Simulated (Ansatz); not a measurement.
Cost and result for the atomization energy of CH₅BClNSi, SMILES `Cl[SiH2]C1BN1` (10 atoms, 10 bonds).

```tsv
atom	x (Å)	y (Å)	z (Å)
Cl1	0.693	0.293	2.917
Si2	-0.503	0.430	1.244
C3	0.237	-0.587	-0.115
B4	0.983	0.072	-1.334
N5	-0.273	-0.364	-1.492
H6	-0.577	1.853	0.828
H7	-1.858	-0.025	1.653
H8	0.492	-1.621	0.134
H9	1.918	0.569	-1.857
H10	-1.112	-0.619	-1.977
```

Charge 0, multiplicity 1. The structure was optimised at the PBE0-D4/def2-TZVP level. It is one conformer, not always the lowest. Program: Ansatz. All runs use 4 threads of an Intel Xeon 6975P-C on a shared host. Times are those of one run each, without the atoms' runs, and a repeat can differ threefold. Electronic energies, without spin–orbit coupling; frozen cores. CCSD(T)/CBS adds CCSD(T) − MP2 in def2-TZVPP to the MP2 limit, and its time is that of the two runs behind it. T1 = 0.012. B3LYP takes the VWN-RPA correlation (the form of Gaussian; ORCA's B3LYP/G).

CCSD(T)/CBS is a level of theory with its own doubt, some kJ/mol a heavy atom from the limit and from the frozen cores, so smaller differences don't rank the functionals.

```
                             level  functions  wall time  atomization (kcal/mol)  difference from CCSD(T)/CBS  per bond
   PBE-D4/def2-TZVPP (with forces)        247      1.3 s                   870.8                         22.3       2.2
                PBE0-D4/def2-TZVPP        247      1.4 s                   857.0                          8.5       0.8
r2SCAN-D4/def2-TZVPP (with forces)        247      2.1 s                   855.5                          7.0       0.7
 B3LYP-D4/def2-TZVPP (with forces)        247      2.3 s                   852.5                          4.0       0.4
                 B2PLYP/def2-TZVPP        247      2.7 s                   842.1                         -6.4      -0.6
                ωB97X-V/def2-TZVPP        247      3.5 s                   857.9                          9.4       0.9
  ωB97M-V/def2-TZVPP (with forces)        247      4.9 s                   858.2                          9.7       1.0
                    MP2/def2-QZVPP        461       11 s                   856.1                          7.6       0.8
                CCSD(T)/def2-TZVPP        247       27 s                   823.0                        -25.5      -2.5
                 CCSD(T)/CBS(def2)          –       37 s                   848.5                          0.0       0.0
```

In def2-TZVPP, CCSD(T) changes the Hartree–Fock value by +206.4 kcal/mol (the triples alone add +13.9 kcal/mol) and MP2 by +224.3 kcal/mol; breaking electron pairs costs correlation energy, which Hartree–Fock lacks. From PBE to PBE0 (25 % exact exchange), in def2-TZVPP and without D4, the atomization energy moves by −13.0 kcal/mol: exact exchange takes away binding that semilocal exchange gives to molecules. The D4 term adds +8.7 kcal/mol with B3LYP and +4.6 kcal/mol with PBE0; it sums over pairs of atoms, weighted by their polarisabilities, and B3LYP, whose exchange is more repulsive, gets the larger term.
